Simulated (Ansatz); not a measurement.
Two structures of SnH₃F, singlet, reached by relaxing down either side of one saddle point (PBE0-D4/def2-TZVP). Energies are electronic, without zero-point energy. Program: Ansatz 0.2.0. Basis: def2-TZVPP and def2-QZVPP. Cores are frozen in the correlated methods. Filled d shells of the heavier atoms are correlated. Core potentials replace the inner electrons of the atoms past krypton. The def2 sets are not built for correlating such inner shells, so the correlated values are less sure here. Extrapolation: Hartree–Fock as exp(−7.88 √X), correlation as X^−2.97. First:

```csv
atom,x (Å),y (Å),z (Å)
Sn1,0.0265,0.1216,-0.0161
F2,-0.3801,-1.7444,0.2314
H3,0.5738,0.2359,-1.6223
H4,-1.4452,0.9262,0.2652
H5,1.2250,0.4606,1.1419
```

Second:

```xyz
5
angstrom
Sn 0.1987 1.1729 0.0179
F -0.0059 -1.3199 -0.6828
H 0.2609 -1.4409 -1.5600
H -1.4142 1.0010 0.7226
H 0.9604 0.5869 1.5025
```

Q: Which bonds change from the first to the second?

A: SnH₃F ([F][SnH3]) → SnH₂ + HF; bonds formed: F2–H3; bonds broken: Sn1–F2, Sn1–H3.

Q: Give the saddle point's structure and its height above each. (An estimate is asked for; the value comes from the calculation.)

A: The calculation gives: 53.40 kcal/mol above the first and 27.14 kcal/mol above the second (CCSD(T) at an estimated basis limit (MP2 extrapolated from triple and quadruple zeta, plus CCSD(T) − MP2 in triple zeta)).
Sn1  (0.107, 0.539, -0.041)
F2  (-0.109, -1.567, -0.501)
H3  (0.336, -0.628, -1.356)
H4  (-1.434, 1.048, 0.533)
H5  (1.099, 0.607, 1.365)
(Å)

No T1 diagnostic of these runs exceeds 0.019. The restricted Hartree–Fock reference is unstable towards an unrestricted one at one or more of these structures.

Losses and insertions of silylenes and their heavier kin drive the gas-phase chemistry of silicon and germanium vapour deposition.

Labels in which every atom is bracketed show which atoms are joined, not bond orders.

For scale, one of the runs: CCSD(T)/def2-TZVPP, 123 basis functions, launched by `ansatz run in.yaml --threads 2 --pin off --events-out ev --progress --plain --max-ram 4352MiB`. Hardware: 2 CPU threads of an Arm Neoverse V1, shared host. Wall time 11 s; peak host memory 0.65 GiB.
